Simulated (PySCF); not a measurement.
## Electron correlation in Ni (nickel, neutral)

[Ar] 3d8 4s2, high-spin 3F determinant. Computed with PySCF 2.14 in 6-31G* (5s4p2d1f, 34 functions), with no relativity, point nucleus. Frozen: [Ar]; 10 electrons correlated.

MP2 pair energies summed by pair of shells (mhartree):

```csv
pair,energy,share (%)
3d-3d,-129.99,77.0
3d-4s,-20.73,12.3
4s-4s,-18.20,10.8
```

Total MP2 correlation energy: -168.92 mhartree.

Same-spin part -57.05 and opposite-spin part -111.88 mhartree; SCS-MP2 scales them by 1/3 and 6/5 to -153.27 mhartree.
